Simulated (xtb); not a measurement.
B(H)2(OEt) (C2H7BO), SMILES BOCC. All values are semi-empirical tight-binding results from xtb (GFN2-xTB unless named), good for trends rather than for accurate numbers. Coordinates come from a GFN2-xTB optimisation. The structure was generated by enumeration, and PubChem lists no compound with its InChIKey, so it may never have been made. One conformer was computed; it need not be the lowest.

Optimised geometry:

Bond lengths (Å): B1–H2 1.183, B1–H3 1.172, B1–O4 1.320, O4–C5 1.410, C5–C6 1.525, C5–H7 1.098, C5–H8 1.097, C6–H9 1.088, C6–H10 1.087, C6–H11 1.087. Angles (°): H2–B1–H3 122.0, H2–B1–O4 122.4, H3–B1–O4 115.6, B1–O4–C5 124.9, O4–C5–C6 110.2, O4–C5–H7 110.5, O4–C5–H8 107.2, C6–C5–H7 110.1, C6–C5–H8 110.0, H7–C5–H8 108.9, C5–C6–H9 110.0, C5–C6–H10 110.0, C5–C6–H11 110.0, H9–C6–H10 109.1, H9–C6–H11 108.6, H10–C6–H11 109.1.
Charge 0, spin multiplicity 1.

| Quantity | Result |
|---|---|
| orbital gap | 5.82 eV |
| dipole moment | 1.95 D |
| zero-point energy | 56.4 kcal/mol |
| G − E(el) at 298.15 K (modified RRHO) | 39.0 kcal/mol |
| static polarisability (D4 model) | 45.5 bohr³ |
| solvation energy, GFN2-xTB/ALPB(water) | -1.8 kcal/mol |
| solvation energy, GFN2-xTB/ALPB(ch2cl2) | -4.5 kcal/mol |

Computed IR lines (harmonic; lines under 4 % of the strongest left out, lines within 3 cm⁻¹ merged):
ν (cm⁻¹): 892 (s), 970 (m), 1054 (w), 1099 (w), 1158 (w), 1184 (w), 1253 (w), 1328 (m), 1371 (vs), 2517 (vs), 2635 (vs), 2895 (m), 2923 (m), 3040 (w), 3046 (m) (against the strongest line: vs over 80 %, s over 45 %, m over 15 %, w over 4 %, vw less)

Computed atomic charges and the Wiberg bond orders between heavy atoms:
charges (e) B1 0.32, H2 -0.12, H3 -0.09, O4 -0.29, C5 0.08, C6 -0.11, H7 0.03, H8 0.04, H9 0.05, H10 0.05, H11 0.06. Bond orders B1–O4 1.35, O4–C5 0.97, C5–C6 1.01.
